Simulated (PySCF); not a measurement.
Job file and geometry (Å, from GFN2-xTB) of an NMR shielding run on SMILES C=C[C@H](F)OS(C)(=O)=O, C4H7FO3S, PySCF, GIAO PBE0/pcSseg-1 NMR shielding, non-relativistic, gas phase; density fitting, a coarse starting grid and PySCF grid level 2 are the driver's defaults:

```
$ OMP_NUM_THREADS=1 python probes_run.py task.json out

{"job": {"kind": "nmr", "xc": "PBE0", "basis": "pcSseg-1"}, "charge": 0, "multiplicity": 1}
C     -3.057061    -0.321367     0.208838
C     -2.096946     0.462406    -0.240487
C     -0.678209     0.022839    -0.451968
F     -0.489214    -1.276159    -0.018673
O      0.181441     0.840045     0.253197
S      1.757951     0.772676    -0.175988
C      2.363751    -0.599933     0.807864
O      2.341928     1.983538     0.285466
O      1.817251     0.454745    -1.567704
H     -2.874507    -1.354429     0.451013
H     -4.060353     0.042279     0.342920
H     -2.252229     1.502531    -0.481292
H     -0.399442     0.017486    -1.519857
H      2.121393    -0.382447     1.838503
H      1.882178    -1.505456     0.466133
H      3.434468    -0.649807     0.663009
```

Problem. What does the program print?

Solution. 
```
coarse grid: 14656 points
cycle   1  E = -879.1442945401  dE =  2.135e+00  |g| = 1.291e+00  |ddm| = 3.816e+00
cycle   2  E = -878.5660497217  dE =  5.782e-01  |g| = 2.222e+00  |ddm| = 2.464e+00
cycle   3  E = -879.4253790242  dE = -8.593e-01  |g| = 2.655e-01  |ddm| = 1.743e+00
cycle   4  E = -879.4377241660  dE = -1.235e-02  |g| = 9.603e-02  |ddm| = 2.386e-01
cycle   5  E = -879.4391053028  dE = -1.381e-03  |g| = 2.920e-02  |ddm| = 6.641e-02
cycle   6  E = -879.4392828487  dE = -1.775e-04  |g| = 6.143e-03  |ddm| = 2.387e-02
cycle   7  E = -879.4392894281  dE = -6.579e-06  |g| = 2.252e-03  |ddm| = 6.036e-03
final grid: 139416 points
cycle   8  E = -879.5334006365  dE = -3.778e-05  |g| = 1.279e-02  |ddm| = 3.346e-02
cycle   9  E = -879.5333685595  dE =  3.208e-05  |g| = 1.816e-02  |ddm| = 2.137e-02
cycle  10  E = -879.5334310567  dE = -6.250e-05  |g| = 1.926e-03  |ddm| = 1.332e-02
cycle  11  E = -879.5334317438  dE = -6.871e-07  |g| = 3.426e-04  |ddm| = 1.603e-03
cycle  12  E = -879.5334317602  dE = -1.640e-08  |g| = 1.962e-04  |ddm| = 3.627e-04
cycle  13  E = -879.5334317670  dE = -6.771e-09  |g| = 4.307e-05  |ddm| = 1.530e-04
cycle  14  E = -879.5334317673  dE = -2.833e-10  |g| = 1.877e-05  |ddm| = 3.847e-05
converged SCF energy = -879.5334317673

GIAO shielding tensors (ppm)
atom      isotropic    diamagn.    paramagn.     s11        s22        s33       span
  0 C       60.073     252.967    -192.895    -58.570     59.847    178.941    237.511
  1 C       47.844     259.103    -211.259    -66.315     66.026    143.822    210.137
  2 C       78.125     242.954    -164.829     57.532     71.748    105.094     47.562
  3 F      338.141     479.386    -141.246    245.093    360.943    408.386    163.294
  4 O       89.846     409.069    -319.223     -9.752    103.778    175.511    185.263
  5 S      188.209    1052.348    -864.139     37.421    157.097    370.110    332.688
  6 C      138.550     255.171    -116.621    109.994    118.578    187.077     77.083
  7 O       98.621     395.965    -297.344     53.124     98.548    144.191     91.067
  8 O      107.883     401.231    -293.347     69.238    105.985    148.426     79.188
  9 H       25.605      31.797      -6.192     21.864     24.399     30.552      8.688
 10 H       25.823      27.569      -1.746     23.025     25.256     29.188      6.163
 11 H       25.703      31.080      -5.378     23.579     24.961     28.568      4.989
 12 H       25.016      32.573      -7.557     21.866     25.984     27.200      5.334
 13 H       28.720      30.814      -2.094     26.123     26.481     33.556      7.434
 14 H       28.617      32.551      -3.934     24.493     28.910     32.448      7.956
 15 H       28.721      26.305       2.416     25.529     26.486     34.148      8.619
```

Problem. Turn these shieldings into chemical shifts. Shifts are taken against calculated references (same method and geometry level): ¹³C (σ = 186.93 ppm) and ¹H (σ = 31.72 ppm) against TMS; ¹⁹F (σ = 170.95 ppm) vs CFCl3; ¹⁷O (σ = 336.08 ppm) against H2O; ³³S (σ = 503.73 ppm) vs CS2.

Solution. Averaging equivalent atoms: C 1: 139.1; C 0: 126.9; C 2: 108.8; C 6: 48.4; F 3: -167.2; O 4: 246.2; O 7: 237.5; O 8: 228.2; S 5: 316; H 12: 6.70; H 9: 6.11; H 11: 6.01; H 10: 5.89; H 13/14/15: 3.03 ppm. Unscaled 19F shifts against computed CFCl3 carry errors that often reach 10 to 50 ppm. Experimental scales use liquid or dissolved standards, which lie at an offset from isolated H2O (liquid H2O: subtract about 36 ppm).

Size and cost of the density-fitted run: 195 basis functions, 38 s wall time on 1 thread of an Arm Neoverse V1, shared host; peak memory 0.84 GiB.
